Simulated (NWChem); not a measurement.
GeHCl, singlet; SMILES [Cl][GeH]

```xyz
3

Ge    -0.0173    -0.7563     0.0000
H      1.5796    -0.8696     0.0000
Cl    -0.0028     1.4254     0.0000
```
Atoms are numbered in this order, from 1.

Level: PBE0-D3(BJ)/def2-TZVP (NWChem), optimised geometry, unscaled harmonic frequencies. Low-valent species are run as closed-shell singlets; no triplet was tried in these runs.

Task: List the harmonic frequencies with IR intensities, and the thermochemistry.

Result: 
```csv
frequency (cm⁻¹),IR intensity (km/mol)
405,70.3
727,22.0
1899,346.6
```

zero-point energy: 4.3 kcal/mol
thermal correction to the enthalpy at 298.15 K (with zero-point energy): 7.0 kcal/mol
heat capacity Cv: 8.2 cal/(mol K)
entropy at 298.15 K and 1 atm (symmetry number 1): 63.1 cal/(mol K)
dipole moment: 1.76 D

Rigid rotor and harmonic oscillator.
